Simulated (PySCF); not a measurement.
Electron correlation in C⁴⁺ (carbon, charge +4)

Starting occupation: 1s2. Computed with PySCF 2.14 in x2c-TZVPPall-2c with one added diffuse shell each of s, p, d type (6s4p3d1f, 40 functions), with X2C-1e with screened-nucleus spin-orbit coupling, Gaussian nucleus. Frozen: nothing; 2 electrons correlated.

Total MP2 correlation energy: -13.98 mhartree.

With two correlated electrons CCSD is exact within the correlated space (frozen core and kept virtual orbitals).

```
level  correlation energy (mhartree)
 CCSD                         -15.08
```

Diagnostics: T1 = 0.00032, largest double amplitude 0.012.

Problem. Is a single reference adequate?

Solution. Yes: T1 lies below 0.03 and no double amplitude reaches 0.07.

This basis was not built for core-valence correlation, so the inner-shell part is incomplete.
